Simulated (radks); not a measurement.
Results of a calculation; reference values are marked as such.
Task: Species: Nb III. Configuration: [Ar] 3d10 4s2 4p5 4d4 (not the ground configuration). Level of theory: Dirac Kohn-Sham, exchange-only B88, spin-unpolarised, spherical densities, finite nucleus; open shells fill j = l - 1/2 first; Fermi nuclear charge, rms radius 4.324 fm (a radial shooting solver on a logarithmic mesh with Libxc functionals). Some entries of the table are withheld. Estimate them.

orbital,occ.,eigenvalue (eV),r(max) (bohr)
1s1/2,2,(1),0.02349
2s1/2,2,-2649.215,0.1333
2p1/2,2,-2433.275,(2)
2p3/2,4,-2337.416,(3)
3s1/2,2,(4),0.3957
3p1/2,2,(5),0.3831
3p3/2,4,(6),0.3924
3d3/2,4,-217.3250,0.3327
3d5/2,6,-214.4328,0.3354
4s1/2,2,-76.5896,1.027
4p1/2,2,(7),1.099
4p3/2,3,(8),1.123
4d3/2,4,-19.2887,1.418
4d5/2,0,-19.0786,1.429

Result: 
(1) 1s1/2 eigenvalue (eV): -18823.51
(2) 2p1/2 r(max) (bohr): 0.1038
(3) 2p3/2 r(max) (bohr): 0.1076
(4) 3s1/2 eigenvalue (eV): -457.9400
(5) 3p1/2 eigenvalue (eV): -376.6106
(6) 3p3/2 eigenvalue (eV): -361.0798
(7) 4p1/2 eigenvalue (eV): -53.8676
(8) 4p3/2 eigenvalue (eV): -51.6804
